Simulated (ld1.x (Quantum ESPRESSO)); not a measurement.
Results of a calculation; reference values are marked as such.
## Hardness and transferability of assorted potentials

Generated with ld1.x 7.5 (TM, RRKJ, ultrasoft, PAW), atompaw 4.2 or ONCVPSP 4.0.1. The cutoff is in Ry: for ld1.x and atompaw files where the sum of valence levels is converged to 10 mRy in a Bessel basis, for ONCV files where the hardest occupied wave has 1 mHa per electron of residual kinetic energy. The error is the largest all-electron minus pseudo excitation energy over each file’s own four to seven test configurations (ionisations up to +4, promotions, holes and added fractions of an electron), all of which were solved. The labels leave out finer settings (local radius, basis sizes, second energies), which also bear on the numbers. Spin-polarised tests are not counted. The rows are a selection from randomly drawn settings: files with unsolved tests, undetermined cutoffs or missed reference levels are left out.

A true bound ghost makes a file unfit for plane-wave use even where its test errors are small: the radial tests pick states by their node count and pass the ghost by.

```csv
element,potential,cutoff (Ry),largest error (meV),bound ghosts
B,"PAW, PBE, scalar-relativistic, rc 1.70/3.00/2.90 (spd), local smoothed, core correction yes, reference 2s2 2p0",6,+45,none
Al,"TM, LDA (PZ), scalar-relativistic, rc 1.75/2.05/1.85 (spd), local p, core correction yes, reference 3s2 3p1",10,-7.2,none
Cl,"ultrasoft, PBEsol, scalar-relativistic, rc 1.45/1.45/1.15 (spd), local d, core correction no, reference 3s2 3p5",25,+157,none
Mn,"ultrasoft, PBE, scalar-relativistic, rc 2.35/1.50/1.50 (spd), local smoothed, core correction yes, reference 3p6 3d5 4s0.5 4p0",50,+23,s
As,"RRKJ, PBEsol, scalar-relativistic, rc 1.80/1.80/1.90 (spd), local smoothed, core correction no, reference 4s2 4p3",35,+85,none
Br,"TM, Wu–Cohen, fully relativistic, rc 1.10/1.70/1.80 (spd), local d, core correction yes, reference 4s2 4p4.5",100,-167,none
Tc,"TM, PBE, fully relativistic, rc 2.25/3.05/1.30 (spd), local s, core correction yes, reference 4d5 5s2 5p0",55,-247,none
Pd,"TM semilocal, PBE, scalar-relativistic, rc 1.05/1.25/1.40 (spd), local s, core correction yes, reference 4s2 4p6 4d8 5s0 5p0",140,+159,none
Bi,"TM semilocal, PBE, scalar-relativistic, rc 1.65/2.35/1.65 (spd), local d, core correction no, reference 5d10 6s1 6p4",60,-90,none
```

(1) Fill in the row for Ca: TM, PBEsol, fully relativistic, rc 3.40/2.05/2.00 (spd), local s, core correction yes, reference 3p6 3d0 4s2 4p0.

Results:

(1) cutoff 30 Ry, largest error -695 meV, bound ghosts: none.
